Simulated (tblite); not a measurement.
Species: C5H11FSSi.
Z-matrix (Å and degrees, GFN2-xTB geometry), rows numbered from 1:
```
C 
C   1  1.5247
Si  2  1.9040  1  114.91
S   3  2.1441  2   96.62  1  -150.30
C   4  1.8237  3   93.91  2    -3.09
C   5  1.5288  4  110.86  3    29.96
C   6  1.5210  2  114.45  1    49.40
F   6  1.4006  2  108.19  1   -70.00
H   1  1.0890  2  110.31  3   174.12
H   1  1.0871  2  111.61  3    52.98
H   1  1.0875  2  109.68  3   -66.71
H   2  1.0976  1  107.30  3   120.50
H   3  1.4571  2  112.58  1    93.35
H   3  1.4581  2  113.03  1   -36.24
H   5  1.0887  4  107.24  3   151.92
H   5  1.0908  4  108.33  3   -90.72
H   7  1.0881  6  109.40  2  -179.38
H   7  1.0866  6  110.17  2    60.83
H   7  1.0860  6  110.38  2   -60.36
```

Computed with GFN2-xTB (tblite): harmonic, unscaled wavenumbers at the GFN2-xTB geometry, gas phase. The method is semi-empirical: single wavenumbers can be off by several per cent or more. Modes of hydrogen on silicon can be 10 to 20 % off. One conformer, not necessarily the lowest.

Harmonic wavenumbers (cm⁻¹): 75.5, 131.1, 167.6, 223.4, 231.0, 285.6, 288.4, 331.1, 346.2, 419.0, 431.5, 484.2, 509.1, 520.6, 542.7, 650.5, 716.3, 760.6, 776.3, 809.6, 871.9, 905.1, 960.3, 1008.5, 1031.4, 1078.0, 1087.0, 1119.5, 1185.0, 1219.2, 1242.2, 1263.7, 1318.3, 1399.2, 1416.4, 1456.8, 1466.1, 1488.1, 1506.3, 1515.1, 2304.1, 2320.8, 2908.7, 2979.3, 3012.1, 3020.6, 3032.5, 3037.8, 3041.1, 3045.7, 3060.2.

A = 1906, B = 1344, C = 969.2 MHz; mass 150.033 u (most abundant isotopes); point group C1, symmetry number 1.

Task: Zero-point energy?

Result: ½Σν̃ = 32501 cm⁻¹ = 388.79 kJ/mol.

Task: Give the ideal-gas entropy at 500 K and 1 bar in the rigid-rotor, harmonic-oscillator model (classical rotation).

Result: Translation 182.10, rotation 128.83, vibration 194.16: S = 505.1 J/(mol K).

Task: And Cp and H(500 K) − H(0)?

Result: Cp = 244.27 J/(mol K), of which vibrations give 211.01 (their classical limit is 51 R = 424.0); H(500 K) − H(0) = 70.43 kJ/mol without the zero-point energy, 53.80 from vibrations.

Task: What must be added to the electronic energy to get the Gibbs energy at 500 K and 1 bar?

Result: ZPE + [H(500 K) − H(0)] − T·S = 388.79 + 70.43 − 252.55 = 206.67 kJ/mol.

Task: Blend soft modes into free rotors: weight 1/[1 + (100 cm⁻¹/ν̃)⁴] for the oscillator and the rest for a rotor with moment μB/(μ + B), μ = h/(8π²ν), B = 10⁻⁴⁴ kg m². What vibrational entropy results?

Result: 188.56 J/(mol K) in place of 194.16, which changes −T·S at 500 K by +2.80 kJ/mol.

Task: Which modes carry the vibrational entropy at 500 K?

Result: 75.5 cm⁻¹: 21.02; 131.1 cm⁻¹: 16.47; 167.6 cm⁻¹: 14.46; 223.4 cm⁻¹: 12.13; 231.0 cm⁻¹: 11.86; 285.6 cm⁻¹: 10.18 J/(mol K); the other 45 give 108.05 together.

Task: How do the functions run with temperature in this model?

Result: 
```csv
T (K),S (J/(mol K)),Cp (J/(mol K)),H − H(0) (kJ/mol),G − H(0) (kJ/mol),ln q(vib)
50,239.2,44.8,1.84,-10.12,0.16
100,277.8,70.0,4.69,-23.08,0.80
298.15,399.3,167.0,28.47,-90.59,5.22
373.15,440.3,198.9,42.21,-122.09,7.13
750,617.0,306.9,139.93,-322.78,16.74
1000,711.2,347.7,222.10,-489.12,22.66
```

q(vib) and H(0) count from the zero-point level.

Hindered rotation and anharmonicity are outside this model. Other conformers, if any are populated, would add a mixing term that is left out. The structure is chiral; the term R ln 2 for an equal mix with its mirror image is left out.

Time: 0.65 s of wall time. Hardware: one thread, Arm Neoverse V2 (aarch64), no GPU (shared host). The figure is for the frequency step alone.
